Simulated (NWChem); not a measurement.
GeH$_{4}$S; SMILES [GeH3][SH]

```xyz
6

Ge    -0.0005    -0.7109     0.0001
S     -0.0727     1.5352     0.0017
H      0.7279    -1.2446     1.2618
H     -1.4848    -1.1452     0.0125
H      0.7063    -1.2443    -1.2741
H      1.2820     1.6755    -0.0038
```
Atoms are numbered in this order, from 1.

Level: PBE-D3(BJ)/def2-SVP (NWChem), optimised geometry, unscaled harmonic frequencies. 

```tsv
frequency (cm⁻¹)	IR intensity (km/mol)
155	17.2
391	22.3
492	18.7
551	15.1
755	11.3
812	162.5
836	35.6
860	45.2
2074	71.7
2080	123.1
2113	87.9
2624	0.7
```

| Item | Value |
|---|---|
| zero-point energy | 19.6 kcal/mol |
| thermal correction to the enthalpy at 298.15 K (with zero-point energy) | 23.1 kcal/mol |
| heat capacity Cv | 14.3 cal/(mol K) |
| entropy at 298.15 K and 1 atm (symmetry number 1) | 68.9 cal/(mol K) |
| dipole moment | 1.27 D |

Rigid rotor and harmonic oscillator.
